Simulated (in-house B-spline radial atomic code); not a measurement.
Values are calculated unless marked as measured or tabulated.
# C6 from the polarisability at imaginary frequency: the nitrogen ion N³⁺

wB97X linear response of the closed shell [He] 2s2, from an all-electron radial atomic-structure program (B-spline basis); non-relativistic, point nucleus, no spin-orbit coupling.

The dispersion coefficient of two like species is C6 = (3/π) ∫ α(iu)² du from 0 to ∞.

```csv
u (hartree),α(iu) (bohr³)
0,2.22
0.24,1.891
0.56,1.171
0.96,0.657
1.6,0.3367
2.4,0.19
3.6,0.1039
5.6,0.05223
8,0.02966
12,0.01557
20,0.006855
40,0.0021
```

Problem. Fit one oscillator, α(iu) = α(0)/(1 + u²/ω²), through u = 0.56 and estimate C6.

Solution. From α(0)/α(iu) − 1 = 2.22/1.171 − 1 = 0.8958, ω = u/√0.8958 = 0.5917 hartree (16.1 eV). London's formula gives C6 = (3/4) α(0)² ω = 0.75 × 2.22² × 0.5917 = 2.187 hartree·bohr⁶, and the oscillator holds f = α(0) ω² = 0.78 electrons, of a sum of oscillator strengths of 4.0.

Problem. How does that compare with the full integral?

Solution. The program's quadrature over all excitations gives C6 = 2.266, so the single oscillator is off by -3.5 %. At the last point the fit gives α = 0.000486 against 0.0021: higher excitations, and deeper shells where there are any, keep the true curve higher at large u.
